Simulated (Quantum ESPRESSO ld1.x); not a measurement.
Task: These are the eigenvalues of the occupied orbitals of an atom or ion with whole-number occupations (hartree). Calculated with ld1.x of Quantum ESPRESSO 7.5: Dirac Kohn-Sham, PBE, spin-unpolarised, spherical densities, point nucleus.

orbital  eigenvalue
1s1/2      -67.6528
2s1/2      -7.06932
2p1/2      -5.47491
2p3/2      -5.45071

Which element is it, and in what charge state? The configuration may be excited. Open shells, if any, fill j = l - 1/2 first.

Result: Z = 14, silicon, charge +4: Si4+ in [Ne]. The list shows which subshells hold electrons but not how many an open one holds; the 1s level, -67.653 hartree, gives Z - s = 11.6 by -(Z - s)^2/2, which with screening and relativity narrows Z to a few neighbours, and the depths of the outer levels then fix element, charge and occupations together.
